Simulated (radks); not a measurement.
Effect of the nuclear size on neutral sulfur, [Ne] 3s2 3p4. Method: Dirac Kohn-Sham, PBE, spin-unpolarised, spherical densities, finite nucleus; open shells fill j = l - 1/2 first; Fermi nuclear charge, rms radius 3.2611 fm; computed with a radial shooting solver on a logarithmic mesh with Libxc functionals. The rms radius is varied about that value; shifts are against it.

rms radius (fm) = 2.8567: total energy shift (eV) -0.00237; density at nucleus (e/bohr^3) 2954; 1s1/2 shift (meV) -0.993; 2s1/2 shift (meV) -0.070
rms radius (fm) = 3.0752: total energy shift (eV) -0.00113; density at nucleus (e/bohr^3) 2950; 1s1/2 shift (meV) -0.472; 2s1/2 shift (meV) -0.033
rms radius (fm) = 3.2611: total energy shift (eV) 0; density at nucleus (e/bohr^3) 2947; 1s1/2 shift (meV) 0.000; 2s1/2 shift (meV) 0.000
rms radius (fm) = 3.3622: total energy shift (eV) 0.000640; density at nucleus (e/bohr^3) 2945; 1s1/2 shift (meV) 0.268; 2s1/2 shift (meV) 0.019
rms radius (fm) = 3.9492: total energy shift (eV) 0.00474; density at nucleus (e/bohr^3) 2937; 1s1/2 shift (meV) 1.99; 2s1/2 shift (meV) 0.140

Slopes of the eigenvalues against <r^2> in GHz/fm^2, as finite differences over the two radii next to the reference (eigenvalue slopes, not the field-shift constants of lines): 1s1/2 97.0, 2s1/2 6.85.
